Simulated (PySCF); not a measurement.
H2OSi. Atoms are numbered in the order given.

```xyz
4

Si     0.0000     0.0000     0.4357
O      0.0000     0.0000    -1.0792
H      0.0000    -1.2263     1.2671
H      0.0000     1.2263     1.2671
```
Charge 0, spin multiplicity 1.

Coordinates come from a ωB97X-D3(BJ)/def2-TZVP optimisation.

Method: PySCF with B3LYP/def2-TZVPD.

Symmetry labels are those of the subgroup C2v that the program uses (full group C2v).

### Question
List the valence orbital energies around the gap with their symmetry. (The exact figures need the calculation; the answer reports its results.)

### Answer

```csv
orbital,symmetry,energy (eV)
HOMO−7,B2,-99.94
HOMO−6,A1,-99.91
HOMO−5,A1,-25.39
HOMO−4,A1,-14.47
HOMO−3,B2,-11.00
HOMO−2,A1,-9.86
HOMO−1,B1,-8.95
HOMO,B2,-8.08
LUMO,B1,-2.53
LUMO+1,A1,-0.67
LUMO+2,A1,0.10
LUMO+3,A1,0.54
```
